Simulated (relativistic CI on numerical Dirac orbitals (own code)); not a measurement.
# Hyperfine structure of B3+, mass number 10

Method of calculation: Dirac-Coulomb-Breit CI, orbitals from a KLI potential per configuration, QED by a radiative potential, valence Slater integrals scaled by 0.85, P86 correlation energy added to each configuration (own radial code, finite nucleus).

Configurations in the expansion: 1s2, 1s 2s, 1s 2p, 1s 3s, 1s 3p, 1s 3d, 1s 4s, 1s 4p, 1s 4d, 1s 4f, 1s 5s, 1s 5p, 1s 5d, 1s 5f, 1s 5g, 1s 6s, 1s 6p, 1s 6d. Levels of other configurations are missing.

Nuclear spin I = 3, μ = 1.80046 μN, Q = 0.0846 b (tables of Stone and Pyykkö). The electronic factors are computed for point nuclear moments, without core polarisation; leaving it out makes A of s and p electrons in near-neutral atoms 20 to 40 % too small, and it can dominate for d and f shells.

| Level | E (cm⁻¹) | A (MHz) | B (MHz) |
| --- | --- | --- | --- |
| 1s 2s 3S_1 | 1596769 | 10240 | -2.76e-05 |
| 1s 2p 3P°_1 | 1633164 | 4952 | -13.2 |
| 1s 2p 3P°_2 | 1633214 | 4792 | 26.4 |
| 1s 2p 1P°_1 | 1653134 | 129.3 | 24.2 |
| 1s 3s 3S_1 | 1877967 | 9726 | -8.78e-06 |
| 1s 3p 3P°_1 | 1887335 | 4853 | -4.06 |
| 1s 3p 3P°_2 | 1887349 | 4776 | 8.12 |
| 1s 3d 3D_2 | 1890057 | 1913 | 0.917 |

Levels with J = 0, under 50 % of one LS term, or S terms without an open s electron are left out. Small factors come from cancelling terms and can be off by tens of per cent or more.

Correlation outside the listed configurations is missing or only estimated: errors of thousands of cm⁻¹ between configurations and terms are usual at this charge. Rates and lifetimes follow the computed energies and can be off by large factors. The fine structure of a lone outer electron comes out too small, for d and f at times inverted, and misplaced configurations move strength between like terms. 6 of the 6 excited levels that our extract of the measured tables holds in this range could be paired (the sources list more); they are missed by 4073 cm⁻¹ on average and 4736 at most, and levels without a partner can miss by more.

Question: Give the hyperfine levels of 1s 2s 3S_1 relative to its centre of gravity.

Answer: With K = F(F + 1) − I(I + 1) − J(J + 1), E = AK/2 + B[¾K(K + 1) − I(I + 1)J(J + 1)]/[2I(2I − 1)J(2J − 1)]: F = 2: -40970, F = 3: -10240, F = 4: 30730 MHz.
